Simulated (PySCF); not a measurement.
Computed with PySCF with B3LYP-D3(BJ)/def2-TZVP. Isolated molecules, 0 K electronic values unless said otherwise. One relaxed conformer stands for a flexible species; it need not be the lowest. B3LYP has the VWN-RPA correlation part, as in Gaussian. 

Reference species (SMILES): `C=CC[SiH]=C` (C–C–C–Si torsion -104°, C–C–Si–C torsion -114°) (neutral, multiplicity 1).

```json
{
 "HOMO": "-6.10 eV"
}
```

Changed species: `C1[SiH](CC)C=1` (C–C–Si–C torsion 25°).

Q: What does the change do to the HOMO?

A: the HOMO falls by 0.88 eV, to -6.98 eV.
